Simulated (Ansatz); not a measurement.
The cluster AgSn2: single points at one geometry.

```yaml
crystal:
  periodic: [false, false, false]
  atoms:
    - {symbol: Ag, position_ang: [1.453398, 0.563107, -0.343183]}
    - {symbol: Sn, position_ang: [-0.591450, -1.250368, -0.844895]}
    - {symbol: Sn, position_ang: [-0.861957, 0.687262, 1.188077]}
basis:
  gaussian: {orbitals: def2-TZVPD, initial_orbitals: start.molden}
magnetization: {spin_polarized: true, initial_magnetization: 1}
hamiltonian: {xc: pbe, dispersion: d4}
scf: {omitted_lower_state_checks: [starts]}
output: {orbitals: {seedname: orbitals}}
```

The file start.molden holds the orbitals of an earlier run on this structure, at another level or in another basis.

```sh
$ ansatz run in.yaml --threads 4 --pin off --events-out ev --progress --plain --max-ram 3916MiB
```

Output, abridged:

```
Functional definition: PBE
1161 factors; their error is unknown
mean field evaluation 1: about -15664.4935 eV, gradient 4.6e0 eV
mean field evaluation 2: about -15664.6117 eV, gradient 1.3e-1 eV
mean field evaluation 4: about -15664.6028 eV, gradient 7.0e-4 eV
mean field evaluation 8: about -15664.6028 eV, gradient 2.6e-5 eV
mean field -15664.60280394 eV, -575.6635351958 hartree, gradient 6.1e-6 eV, S^2 0.752364; 0 other end points of the search recorded, 0 dependent functions left out
reference -15664.60284143 eV, -575.6635365734 hartree; 32, 31 occupied and 120, 121 virtual orbitals, 1161 factors
Total energy: -15664.75606769 eV, -575.6691675347 hartree
Checks for a lower state left out: starts
```

Hardware: 4 threads of Arm Neoverse V2 on a shared host. Wall time 6.5 s.

As the first input, with `gaussian: {orbitals: def2-TZVP, initial_orbitals: start.molden}`, `hamiltonian: {xc: {name: LC-wPBE, parameters: {omega: 0.15/bohr}}}` (abridged; 7 s):

```
Functional definition: LC-wPBE
mean field -15664.91759786 eV, -575.6751036588 hartree, gradient 2.8e-6 eV, S^2 0.752434
Total energy: -15664.91759789 eV, -575.6751036600 hartree
Checks for a lower state left out: starts
```

First input, but with `gaussian: {orbitals: def2-TZVP, initial_orbitals: start.molden}`, `hamiltonian: {xc: {name: LC-wPBE, parameters: {omega: 0.2/bohr}}}` (abridged; 7.5 s):

```
Functional definition: LC-wPBE
mean field -15664.95622303 eV, -575.6765231075 hartree, gradient 4.4e-6 eV, S^2 0.753011
Total energy: -15664.95622304 eV, -575.6765231082 hartree
Checks for a lower state left out: starts
```

As the first input, with `gaussian: {orbitals: STO-3G}`, `hamiltonian: {xc: hf}` (abridged; 16 s):

```
Functional definition: HF
mean field evaluation 16: about -464581.6802 eV, gradient 3.2e-2 eV
mean field evaluation 32: about -464583.6078 eV, gradient 1.2e-1 eV
mean field -464583.64501237 eV, -17073.1340480995 hartree, gradient 7.4e-6 eV, S^2 2.715049
Total energy: -464583.64501237 eV, -17073.1340480995 hartree
Checks for a lower state left out: starts
```

As the first input, with `gaussian: {orbitals: def2-TZVP, initial_orbitals: start.molden}`, `hamiltonian: {xc: {name: revPBE}, dispersion: d4}` (abridged; 3.7 s):

```
Functional definition: revPBE
mean field -15668.41002348 eV, -575.8034479329 hartree, gradient 6.0e-6 eV, S^2 0.752898
Total energy: -15668.66372935 eV, -575.8127714520 hartree
Checks for a lower state left out: starts
```

First input, but with `gaussian: {orbitals: def2-TZVP, initial_orbitals: start.molden}`, `hamiltonian: {xc: {name: B2PLYP}}`, `output: {forces: true}` (abridged; 17 s):

```
Functional definition: B2PLYP
mean field -15639.18271977 eV, -574.7293643327 hartree, gradient 3.3e-6 eV, S^2 0.753399
8 core orbitals not correlated, not the lowest: weight in the atoms' cores, before any rotation towards them, 1.000 or more for the frozen orbitals, at most 0.000 for the correlated occupied ones
second order -35.65778778 eV of doubles, -0.00000000 eV of singles
Total energy: -15648.81044631 eV, -575.0831767573 hartree
Atom 0 force     0.002481     0.000834    -0.000708 eV/Å
Atom 1 force    -0.019473     0.131204     0.138365 eV/Å
Atom 2 force     0.016992    -0.132039    -0.137657 eV/Å
Dipole moment:     0.215678     0.083543    -0.050945 e Å
Checks for a lower state left out: starts
```

The first input with `gaussian: {orbitals: def2-TZVP, initial_orbitals: start.molden}`, `hamiltonian: {xc: {name: LC-wPBE, parameters: {omega: 0.3/bohr}}}` (abridged; 8 s):

```
Functional definition: LC-wPBE
mean field -15665.01756847 eV, -575.6787775109 hartree, gradient 4.2e-6 eV, S^2 0.754140
Total energy: -15665.01756848 eV, -575.6787775112 hartree
Checks for a lower state left out: starts
```

Geometry: PBE-D4/def2-TZVP.

In the def2 sets Ag, Sn take a core potential, while STO-3G treats all electrons; there is no spin–orbit coupling. Correlated methods freeze 8 core orbitals; core or outer-core shells of Ag, Sn are correlated, in sets that lack core-valence functions. At HF/STO-3G the charge 0 doublet is spin-contaminated (final ⟨S²⟩ up to 2.72, 0.75 for a pure state). The structure comes from a short search, and lower isomers may exist.
